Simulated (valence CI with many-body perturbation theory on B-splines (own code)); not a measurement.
The numbers below are computed, except where a source is named.
## Rh5+ in three bases

Method: configuration interaction combined with many-body perturbation theory (CI+MBPT): four valence electrons over a frozen Dirac-Fock core [Kr], a basis of 7 s, 7 p, 8 d, 6 f, 4 g, 1 h functions for each j, with the one-electron correlation potential Σ1 (screened to all orders), the two-electron term Σ2, the three-electron term Σ3, Breit, model QED; selected single and double excitations, second order for the rest, scaled by the run's own slope (own B-spline code, finite nucleus).

No measured spectrum was set against this ion. As an estimate, terms of the open shell hold to 2 to 4 % of their energy, and close levels can change places; different configurations can be misplaced against each other by 1,000 to 8,000 cm⁻¹. Only levels of the ground parity were solved; by the run's estimate the other parity begins above the list, which can be wrong where configurations are misplaced.

The reference run has the lowest level 4d⁴ ⁵D_0 and an ionisation energy of 79.8989 eV. Its largest variational space holds 20002 state functions.

Names give the largest LS component (configuration and term), which can be under half, so a name can repeat, a term be missing and a line seem to break the LS rules; names also repeat where a configuration has a term twice. Letters in brackets count levels of one name in rising energy.

Changed runs:
A. basis 6 s, 6 p, 5 d, 5 f, 1 g
B. basis 5 s, 5 p, 4 d, 4 f

Excitation energies of the reference run in cm⁻¹, and shifts in cm⁻¹:

| Level | Reference | A | B |
| --- | --- | --- | --- |
| 4d⁴ ⁵D_1 | 705 | -9.0 | -17 |
| 4d⁴ ⁵D_2 | 1826 | -16 | -29 |
| 4d⁴ ⁵D_3 | 3174 | -18 | -29 |
| 4d⁴ ⁵D_4 | 4657 | -14 | -17 |
| 4d⁴ ³P_0 [a] | 18690 | +341 | +908 |
| 4d⁴ ³H_4 | 18952 | +276 | +1062 |
| 4d⁴ ³H_5 | 20572 | +260 | +1059 |
| 4d⁴ ³H_6 | 21800 | +265 | +1077 |
| 4d⁴ ³P_1 [a] | 21955 | +325 | +939 |
| 4d⁴ ³G_3 | 22275 | +290 | +1054 |
| 4d⁴ ³F_2 [a] | 23012 | +307 | +1014 |
| 4d⁴ ³F_4 [a] | 23515 | +283 | +1027 |
| Ionisation energy (eV) | 79.8989 | -0.0485 | -0.0906 |
